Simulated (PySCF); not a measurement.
Simulation results for BH₃N, AlBH₃

All values are calculated (PySCF 2.14.0). Calculation on a computer-drawn molecule: vertical ionisation energy to the stated ion spin, frozen-core CCSD(T) at the basis limit and cheaper methods, single-reference cases, UHF for radicals, no spin-orbit; all values are single points at the evaluated structure, the first of each entry, which is the reference or a displaced copy of it and isn't optimised; the reference structure only sets the zero of the energies above reference; triples share is (T) over the correlation energy.

Common to all runs: charge 0; multiplicity 2; ion multiplicity 1; diffuse functions no; reference is the Hartree-Fock double-zeta minimum; best is HF at quadruple zeta + MP2 correlation extrapolated from triple and quadruple zeta + CCSD(T) minus MP2 at triple zeta; basis step is the size of the change from the same recipe one zeta lower.

(1) BH₃N

Evaluated structure:
```xyz
5
BH3N
B     -0.1634     0.4650     1.8514
N     -0.0574     1.7726     1.8303
H     -0.9407    -0.1527     1.1942
H     -0.8802     2.5110     1.0307
H      0.6845     2.4377     2.3918
```

Reference structure:
```xyz
5
BH3N
B     -0.1584     0.5136     1.8779
N     -0.0751     1.8891     1.8093
H     -0.9122    -0.1486     1.2202
H     -0.6437     2.4435     1.1988
H      0.5586     2.4269     2.3640
```

Here we set basis cc-pVnZ.

Results for BH₃N: ionisation energy best 7.798 eV; ionisation energy basis step 0.02458 eV; energy above reference best 40.55 kcal/mol; energy above reference basis step 0.03049 kcal/mol; total energy HF triple zeta -80.8050 hartree; total energy CCSD(T) triple zeta -81.1482 hartree; total energy best -81.1897 hartree; T1 diagnostic at triple zeta 0.02387; D1 diagnostic at triple zeta 0.0739; spin squared at triple zeta 0.8006; ion T1 diagnostic at triple zeta 0.01539; ion D1 diagnostic at triple zeta 0.03723; triples share at triple zeta 0.0406; basis functions triple zeta 102; dipole magnitude HF at triple zeta 2.114 debye; dipole magnitude CCSD unrelaxed at triple zeta 2.178 debye; dipole magnitude PBE at triple zeta 1.84 debye; dipole magnitude r2SCAN at triple zeta 1.844 debye; dipole magnitude B3LYP at triple zeta 1.888 debye; dipole magnitude wB97X at triple zeta 2.172 debye.

Drawn bonds:
```
atom  other atom  order
   1           2      1
   1           3      1
   2           4      1
   2           5      1
```

Triple zeta:
```
 method  ionisation energy (eV)  energy above reference (kcal/mol)
     HF                   7.374                              50.72
    PBE                   7.927                              34.01
 r2SCAN                   8.043                              37.82
  B3LYP                   7.928                              38.09
  wB97X                   7.707                              42.25
    MP2                   7.576                              43.85
   CCSD                   7.726                              42.15
CCSD(T)                    7.74                              40.63
```

(2) BH₃N

Evaluated structure:
```xyz
5
BH3N
B     -0.1753     0.4308     1.8837
N     -0.0322     1.8330     1.7562
H     -0.8581    -0.2583     1.2184
H     -0.6879     2.4005     1.1450
H      0.5539     2.4829     2.4444
```

Reference structure:
```xyz
5
BH3N
B     -0.1584     0.5136     1.8779
N     -0.0751     1.8891     1.8093
H     -0.9122    -0.1486     1.2202
H     -0.6437     2.4435     1.1988
H      0.5586     2.4269     2.3640
```

Settings of this run: basis cc-pVnZ.

The calculation gives: ionisation energy best 8.021 eV; ionisation energy basis step 0.02909 eV; energy above reference best 7.372 kcal/mol; energy above reference basis step 0.3548 kcal/mol; total energy HF triple zeta -80.8693 hartree; total energy CCSD(T) triple zeta -81.2017 hartree; total energy best -81.2426 hartree; T1 diagnostic at triple zeta 0.0157; D1 diagnostic at triple zeta 0.04922; spin squared at triple zeta 0.7569; ion T1 diagnostic at triple zeta 0.01786; ion D1 diagnostic at triple zeta 0.04836; triples share at triple zeta 0.03713; basis functions triple zeta 102; dipole magnitude HF at triple zeta 1.999 debye; dipole magnitude CCSD unrelaxed at triple zeta 2.248 debye; dipole magnitude PBE at triple zeta 2.33 debye; dipole magnitude r2SCAN at triple zeta 2.252 debye; dipole magnitude B3LYP at triple zeta 2.225 debye; dipole magnitude wB97X at triple zeta 2.224 debye.

Drawn bonds:
```
atom  other atom  order
   1           2      1
   1           3      1
   2           4      1
   2           5      1
```

Triple zeta:
```
 method  ionisation energy (eV)  energy above reference (kcal/mol)
     HF                   7.707                              10.35
    PBE                   8.056                              5.548
 r2SCAN                   8.197                              7.047
  B3LYP                   8.113                              7.018
  wB97X                   7.958                              7.625
    MP2                   7.911                              7.465
   CCSD                   7.962                              7.593
CCSD(T)                   7.955                              7.079
```

(3) BH₃N

Evaluated structure:
```xyz
5
BH3N
B     -0.1344     0.5154     1.8613
N     -0.0645     1.9009     1.7312
H     -0.9337     0.0688     1.2616
H     -0.7521     2.4797     1.3021
H      0.6060     2.4610     2.5044
```

Reference structure:
```xyz
5
BH3N
B     -0.1584     0.5136     1.8779
N     -0.0751     1.8891     1.8093
H     -0.9122    -0.1486     1.2202
H     -0.6437     2.4435     1.1988
H      0.5586     2.4269     2.3640
```

Here we set basis cc-pVnZ.

It finds ionisation energy best 8.528 eV; ionisation energy basis step 0.02503 eV; energy above reference best 16.09 kcal/mol; energy above reference basis step 0.2339 kcal/mol; total energy HF triple zeta -80.8553 hartree; total energy CCSD(T) triple zeta -81.1873 hartree; total energy best -81.2287 hartree; T1 diagnostic at triple zeta 0.01538; D1 diagnostic at triple zeta 0.04891; spin squared at triple zeta 0.7569; ion T1 diagnostic at triple zeta 0.01785; ion D1 diagnostic at triple zeta 0.04653; triples share at triple zeta 0.03682; basis functions triple zeta 102; dipole magnitude HF at triple zeta 1.851 debye; dipole magnitude CCSD unrelaxed at triple zeta 2.116 debye; dipole magnitude PBE at triple zeta 2.226 debye; dipole magnitude r2SCAN at triple zeta 2.138 debye; dipole magnitude B3LYP at triple zeta 2.108 debye; dipole magnitude wB97X at triple zeta 2.112 debye.

Drawn bonds:
```
atom  other atom  order
   1           2      1
   1           3      1
   2           4      1
   2           5      1
```

Triple zeta:
```
 method  ionisation energy (eV)  energy above reference (kcal/mol)
     HF                   8.261                              19.13
    PBE                   8.532                              15.04
 r2SCAN                   8.694                              15.98
  B3LYP                   8.608                              15.93
  wB97X                   8.441                               16.9
    MP2                   8.427                              16.25
   CCSD                   8.477                              16.55
CCSD(T)                   8.467                              16.11
```

(4) BH₃N

Evaluated structure:
```xyz
5
BH3N
B     -0.1344     0.5154     1.8613
N     -0.0622     1.9466     1.7269
H     -0.9337     0.0688     1.2616
H     -0.7498     2.5254     1.2978
H      0.6083     2.5067     2.5001
```

Reference structure:
```xyz
5
BH3N
B     -0.1584     0.5136     1.8779
N     -0.0751     1.8891     1.8093
H     -0.9122    -0.1486     1.2202
H     -0.6437     2.4435     1.1988
H      0.5586     2.4269     2.3640
```

Settings of this run: basis cc-pVnZ.

Drawn bonds:
```
atom  other atom  order
   1           2      1
   1           3      1
   2           4      1
   2           5      1
```

(5) AlBH₃

Evaluated structure:
```xyz
5
AlBH3
B     -0.2242     0.7815    -2.4430
Al    -0.8552    -1.1231    -1.9912
H      0.1413     1.8833    -2.7043
H     -1.3786    -2.0570    -3.1544
H     -0.8045    -1.6148    -0.4896
```

Reference structure:
```xyz
5
AlBH3
B     -0.2242     0.7815    -2.4430
Al    -0.8552    -1.1231    -1.9912
H      0.1413     1.8833    -2.7043
H     -1.3786    -2.0570    -3.1544
H     -0.8045    -1.6148    -0.4896
```

Here we set basis cc-pV(n+d)Z.

Drawn bonds:
```
atom  other atom  order
   1           2      1
   1           3      1
   2           4      1
   2           5      1
```

**Q.** BH₃N (entry 4): total energy HF triple zeta?
**A.** -80.8533 hartree

**Q.** What T1 diagnostic at triple zeta does the calculation give for BH₃N (entry 4)?
**A.** 0.01624

**Q.** AlBH₃ (entry 5): dipole magnitude PBE at triple zeta?
**A.** 0.9028 debye

Further results for BH₃N (entry 4):

* ionisation energy best: 8.659 eV
* ionisation energy basis step: 0.02758 eV
* energy above reference best: 17.22 kcal/mol
* energy above reference basis step: 0.4407 kcal/mol
* total energy CCSD(T) triple zeta: -81.1858 hartree
* total energy best: -81.2269 hartree
* D1 diagnostic at triple zeta: 0.05222
* spin squared at triple zeta: 0.7569
* ion T1 diagnostic at triple zeta: 0.01958
* ion D1 diagnostic at triple zeta: 0.05302
* triples share at triple zeta: 0.03734
* basis functions triple zeta: 102
* dipole magnitude HF at triple zeta: 1.674 debye
* dipole magnitude CCSD unrelaxed at triple zeta: 1.977 debye
* dipole magnitude PBE at triple zeta: 2.111 debye
* dipole magnitude r2SCAN at triple zeta: 2.01 debye
* dipole magnitude B3LYP at triple zeta: 1.975 debye
* dipole magnitude wB97X at triple zeta: 1.963 debye

Triple zeta:
```
 method  ionisation energy (eV)  energy above reference (kcal/mol)
     HF                   8.421                              20.42
    PBE                   8.659                              16.09
 r2SCAN                    8.83                              17.22
  B3LYP                   8.743                              17.21
  wB97X                   8.579                              18.14
    MP2                    8.56                              17.28
   CCSD                   8.611                              17.62
CCSD(T)                   8.595                              17.06
```

Further results for AlBH₃ (entry 5):

- ionisation energy best: 7.941 eV
- ionisation energy basis step: 0.02761 eV
- energy above reference best: 0 kcal/mol
- energy above reference basis step: 0 kcal/mol
- total energy HF triple zeta: -268.2682 hartree
- total energy CCSD(T) triple zeta: -268.4634 hartree
- total energy best: -268.4859 hartree
- T1 diagnostic at triple zeta: 0.01542
- D1 diagnostic at triple zeta: 0.03866
- spin squared at triple zeta: 0.7604
- ion T1 diagnostic at triple zeta: 0.01607
- ion D1 diagnostic at triple zeta: 0.03981
- triples share at triple zeta: 0.02598
- basis functions triple zeta: 111
- dipole magnitude HF at triple zeta: 0.8341 debye
- dipole magnitude CCSD unrelaxed at triple zeta: 0.8622 debye
- dipole magnitude r2SCAN at triple zeta: 0.8834 debye
- dipole magnitude B3LYP at triple zeta: 0.9253 debye
- dipole magnitude wB97X at triple zeta: 0.9189 debye

Triple zeta:
```
 method  ionisation energy (eV)  energy above reference (kcal/mol)
     HF                   7.393                                  0
    PBE                   8.108                                  0
 r2SCAN                   8.233                                  0
  B3LYP                    8.08                                  0
  wB97X                   7.984                                  0
    MP2                   7.855                                  0
   CCSD                   7.852                                  0
CCSD(T)                   7.894                                  0
```
